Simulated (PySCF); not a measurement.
Computed IR spectrum (relative IR intensity) of a molecule C5H6O. Geometry optimised at B3LYP-D3(BJ)/def2-SVP. The values are those of a single conformer. Calculation: B3LYP-D3(BJ)/def2-SVP in PySCF. Harmonic, unscaled wavenumbers; measured fundamentals usually lie a few per cent lower.

ν (cm⁻¹): 460 (vw), 663 (w), 722 (w), 850 (m), 914 (vw), 1152 (m), 1319 (vs), 1390 (vw), 1463 (vw), 1471 (w), 1482 (w), 1683 (m), 3013 (m), 3090 (w), 3144 (w), 3469 (m) (against the strongest line: vs over 80 %, s over 45 %, m over 15 %, w over 4 %, vw less)

Question: Which molecule gave these data?
(A) C=C1CC=CO1
(B) C#CC(=C)OC
(C) C#CCOC=C
(D) C#C/C=C\OC

Answer: B, C#CC(=C)OC
